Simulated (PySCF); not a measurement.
CH3Te, SMILES [Te]C, multiplicity 2. Atoms are numbered in the order given.

```xyz
5

C     -1.8249    -0.0053     0.0000
Te     0.3359    -0.0003     0.0000
H     -2.1363     1.0390     0.0000
H     -2.1917    -0.4945    -0.8974
H     -2.1917    -0.4945     0.8974
```
Charge 0, spin multiplicity 2.

Geometry optimised at B3LYP-D3(BJ)/def2-TZVP. The isomer is the one that the SMILES or the coordinates give; other isomers of the formula were not compared. The def2 effective core potentials stand for the cores of Te; spin–orbit coupling is left out.

Calculation: PBE/def2-TZVPD (PySCF).

Mulliken values depend strongly on the basis, most of all with diffuse functions as here. ESP charges are fitted to the potential on shells at 1.4 to 2.0 van der Waals radii. Atomic charges (e):

| atom | Mulliken | ESP fit | Mulliken spin |
|---|---|---|---|
| C1 | -0.69 | ? | -0.07 |
| Te2 | 0.03 | ? | 1.04 |
| H3 | 0.20 | ? | 0.03 |
| H4 | 0.23 | ? | 0.00 |
| H5 | 0.23 | ? | 0.00 |

Fill in the missing entries. (An estimate is asked for; the answer gives what the named calculation found.)


- C1, ESP fit: -0.57
- Te2, ESP fit: -0.03
- H3, ESP fit: 0.21
- H4, ESP fit: 0.20
- H5, ESP fit: 0.20
